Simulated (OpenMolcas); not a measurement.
Sm2+: moving or changing the point charges

Sm2+ among 12 point charges of -1.5 e arranged as a cuboctahedron (Oh), 2.5 Å from the ion.

- Program: OpenMolcas
- Method: CASSCF
- Basis: ANO-RCC-VDZP [7s6p4d2f1g]
- Scalar Hamiltonian: DKH2, point nucleus
- Active space: 6 electrons in 7 orbitals (4f)
- State averaging: 2S+1 = 7 even, 7 roots; 2S+1 = 5 even, 91 roots kept (CI in the orbitals of an earlier block, 86 in the spin-orbit step); 2S+1 = 3 even, 91 roots kept (CI in the orbitals of an earlier block, 77 in the spin-orbit step); 2S+1 = 1 even, 1 root kept (CI in the orbitals of an earlier block, 0 in the spin-orbit step)
- Spin-orbit coupling: RASSI with atomic mean-field integrals over the reference wave functions

Runs around this geometry, states (labels of O, the rotations of Oh). Energies in cm-1 above the lowest state or level, χT in cm3 K/mol; under a threefold ground state the first gap can be a small split of the lowest multiplet, not the spin-orbit step.

| R (Å) | Ground state | First state of that spin | First gap with spin-orbit (degeneracies) | χT at 300 K |
| --- | --- | --- | --- | --- |
| 2.5 | 7T2 | 7A2 13.0 | 276.7 (1, 3) | 1.526 |
| 2.65 | 7A2 | 7T2 3.0 | 277.8 (1, 3) | 1.517 |
| 2.95 | 7A2 | 7T2 17.9 | 278.7 (1, 3) | 1.511 |

The ground state changes within this set.

High states are left out of the spin-orbit mixing, which shifts the levels that they would mix with. This is an electrostatic model: the charges have no orbitals. No measured value stands beside these numbers.
